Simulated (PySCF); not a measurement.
Q: Give a PBE0-D3(BJ)/def2-SVP geometry of `CC(=O)C1=C/C(=C/O)C=C1`.

A: 
```
atom  x, y, z in Å
C1    -3.152    0.477    0.444
C2    -2.215   -0.510   -0.211
O3    -2.635   -1.480   -0.810
C4    -0.765   -0.262   -0.101
C5    -0.125    0.774    0.532
C6     1.301    0.579    0.362
C7     2.252    1.415    0.858
O8     3.561    1.280    0.729
C9     1.478   -0.644   -0.414
C10    0.241   -1.140   -0.687
H11   -2.957    0.538    1.526
H12   -4.187    0.158    0.274
H13   -3.005    1.486    0.028
H14   -0.581    1.605    1.071
H15    1.985    2.309    1.430
H16    3.759    0.482    0.220
H17    2.427   -1.086   -0.724
H18   -0.005   -2.041   -1.247
```

Orientation and origin are arbitrary. Atoms count from 1 in this order. Of the pairs four or more bonds apart, C9···H16 is among the closest relative to their van der Waals radii: 2.62 Å, 90 % of the sum of Bondi's values. The C–O distances run from 1.215 Å (C2=O3, drawn double) to 1.322 Å (C7–O8, drawn single), a spread of 0.107 Å. The 5-membered ring C4–C5–C6–C9–C10 has internal angles of 107.2° to 109.1°; it is planar, 0.00 Å rms from its mean plane, widest ring torsion 0°. The 10 heavy atoms lie in one plane (0.001 Å rms).

Bonds between heavy atoms (Å): C1–C2 1.510, C2=O3 1.215, C2–C4 1.475, C4=C5 1.372, C5–C6 1.449, C6=C7 1.360, C7–O8 1.322, C6–C9 1.459, C9=C10 1.360, C4–C10 1.458.

Method used: PBE0-D3(BJ)/def2-SVP geometry optimisation, gas phase (PySCF 2.14.0).

Point group: Cs (every atom within 0.08 Å of its image). Whether it is a minimum is left open (no frequencies). The numbers are those of one conformer (C1–C2–C4–C5 0°, C6–C7–O8–H 0°).
